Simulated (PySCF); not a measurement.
## Two-component Hartree-Fock for Co (cobalt, neutral)

Start: [Ar] 3d9; 3d3/2 filled at m_j = -3/2, -1/2, +1/2, +3/2; 3d5/2 filled at m_j = -3/2, -1/2, +1/2, +3/2, +5/2. Calculated with PySCF 2.14 in x2c-SVPall-2c with one added diffuse shell each of s, d type (6s5p4d1f, 48 functions): generalised Hartree-Fock with the X2C-1e Hamiltonian and a Gaussian nucleus; one run each with spin-orbit coupling (SO) switched off, then screened by Boettger's factors. This is a chosen level, not necessarily the ground level.

```csv
spinor shell,electrons,"ε, spin-free (eV)","ε, screened SO (eV)",weight of nominal j (screened SO),"rms radius, screened SO (bohr)"
1s1/2,2,-7764.6,-7764.6,1.000,0.0649
2s1/2,2,-954.37,-954.35,1.000,0.276
2p1/2,2,-812.52,-822.93,0.999,0.247
3s1/2,2,-115.99,-115.98,1.000,0.838
3p1/2,2,-73.273,-75.614,0.930,0.895
3p3/2,4,-73.273,-72.116,0.965,0.903
3d3/2,4,-6.878,-7.542,0.684,1.48
3d5/2,5,-6.878,-6.360,0.749,1.61
```

(1) Where does 2p3/2 lie, and what is the 2p spin-orbit splitting (screened SO)?

```tsv
quantity	spin-free	screened SO
E (hartree)	-1391.37809	-1391.39832
M_J	5/2	5/2
⟨J²⟩	8.957	8.963
⟨L²⟩	6.174	6.182
⟨S²⟩	0.783	0.784
```

Each row is a mean over spinors that exchange with the open shell spreads, by up to 6.356 eV (3p3/2).

Rows whose weight is well below 1 are mixtures of j = l ± 1/2: exchange outweighs spin-orbit coupling there, and the label is only the starting occupation.

⟨J²⟩ departs a little from M_J(M_J + 1) because the unrestricted spinors polarise the closed shells.

Without spin-orbit coupling the j labels of p, d and f shells carry no meaning; the spin-free column gives the mean over the occupied spinors of each nl shell, and its ⟨J²⟩ belongs to a mixture of degenerate components.

## Answers

(1) At -807.40 eV, 15.533 eV above 2p1/2.
